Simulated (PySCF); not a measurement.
Computed data sheet: `C[P@](=O)(CO)CC(F)(F)F`

C₄H₈F₃O₂P.
SMILES with atom numbers: `[CH3:1][P@:2](=[O:3])([CH2:4][OH:5])[CH2:6][C:7]([F:8])([F:9])[F:10]` (hydrogens: H11, H12, H13 on C1; H14, H15 on C4; H16 on O5; H17, H18 on C6)

Structure used (PBE0-D3(BJ)/def2-SVP), in Å, numbered top down from 1:
```xyz
18
C4H8F3O2P angstrom
C      0.4680   -1.8773    0.2101
P      0.5691   -0.2735   -0.6092
O      1.1500   -0.2673   -1.9953
C      1.5726    0.8606    0.4245
O      1.8016    1.9899   -0.3635
C     -1.1072    0.4771   -0.6370
C     -2.0014    0.2859    0.5536
F     -1.3701    0.5845    1.7022
F     -3.0863    1.0555    0.4861
F     -2.4185   -0.9825    0.6576
H     -0.2106   -2.5344   -0.3511
H      1.4747   -2.3199    0.2008
H      0.1105   -1.7796    1.2450
H      2.5031    0.3289    0.7142
H      1.0468    1.1532    1.3458
H      2.0078    1.6547   -1.2533
H     -0.9259    1.5525   -0.7882
H     -1.6120    0.0932   -1.5353
```

Some functional groups and rings: alcohol, CF3 group, C–F bond, phosphine oxide and P=O bond.

From PBE0-D3(BJ)/def2-SVP geometry optimisation, gas phase (PySCF):

```
Point group                  : C1
Rotational constants A, B, C : 1.737, 0.774, 0.683 GHz
```

wB97X-D/def2-SVPD ground state, ΔSCF and vertical TDDFT (core frozen in the response) (PySCF):

```
Dipole moment                                                     : 2.58 D
HOMO energy                                                       : -9.85 eV
LUMO energy                                                       : 1.96 eV
HOMO–LUMO gap                                                     : 11.81 eV
Lowest singlet excitation                                         : 7.32 eV (169 nm, f = 0.003)
Strongest line among the 10 lowest singlet transitions            : S7 at 8.64 eV (143 nm, f = 0.083)
Lowest triplet excitation (Tamm–Dancoff)                          : 7.00 eV
Static isotropic polarisability                                   : 80.7 au
Vertical ionisation energy                                        : 10.06 eV
Electronic spatial extent ⟨r²⟩ about the centre of nuclear charge : 1715 bohr²
```

KT2/pcSseg-1 ground state and GIAO shieldings, non-relativistic (PySCF):

```
13C chemical shifts (computed TMS as zero) by class         : 128.9 (C7), 62.8 (C4), 34.5 (C6), 14.1 (C1) ppm
1H chemical shifts (computed TMS as zero) by class          : 3.85 (H15), 3.62 (H14), 2.89 (H17), 2.08 (H18), 1.96 (H16), 1.44 (H11/H12/H13) ppm
Isotropic shieldings of nuclei other than C and H, by class : 228 (O3), 327 (O5), 233 (F8/F9/F10), 317 (P2) ppm
```

Monoisotopic mass (most abundant isotopes): 176.0214 u.

The principal polarisabilities are 75.4, 81.5 and 85.2 au; their mean is the isotropic value. The dipole equals about 8.6 × 10⁻³⁰ C·m (1 D = 3.33564 × 10⁻³⁰ C·m). The rotational constants make it an asymmetric top with κ = (2B − A − C)/(A − C) = -0.83, nearer the prolate limit (−1). The polarisability is 11.96 Å³ as a volume (1 au = 0.148185 Å³), or 0.90 au for each of the 90 electrons. No computed singlet falls in the visible range (750 to 380 nm, 1.65 to 3.26 eV); S1 lies 4.06 eV above its blue end. In wavenumbers S1 is 59100 cm⁻¹ (1 eV = 8065.54 cm⁻¹).

One conformer (not necessarily the lowest) at the PBE0-D3(BJ)/def2-SVP geometry, without solvent or vibrations. NMR classes are plain means over equivalent atoms (diastereotopic ones count apart unless rotation or inversion swaps them), as if these changed places fast; in this geometry the members of some classes differ.
